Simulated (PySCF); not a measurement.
C3H2F4, SMILES C(=C)(C(F)(F)F)F. Coordinates come from a PBE-D3(BJ)/def2-SVP optimisation.

Q: Give the equilibrium geometry at PBE-D3(BJ)/def2-SVP (PySCF confirms it by a frequency run) as Cartesian coordinates in Å, and its point group. (Estimate from the structure and the level; the computed values follow.)

A: point group Cs.
```xyz
9

C      1.0853    -1.7236     0.0000
C      0.0135    -0.9246     0.0000
F     -1.2451    -1.3865     0.0000
C      0.0446     0.5902     0.0000
F     -0.5846     1.0824     1.0893
F     -0.5846     1.0824    -1.0893
F      1.3125     1.0494     0.0000
H      2.0912    -1.2869     0.0000
H      0.9632    -2.8155     0.0000
```
Charge 0, spin multiplicity 1.
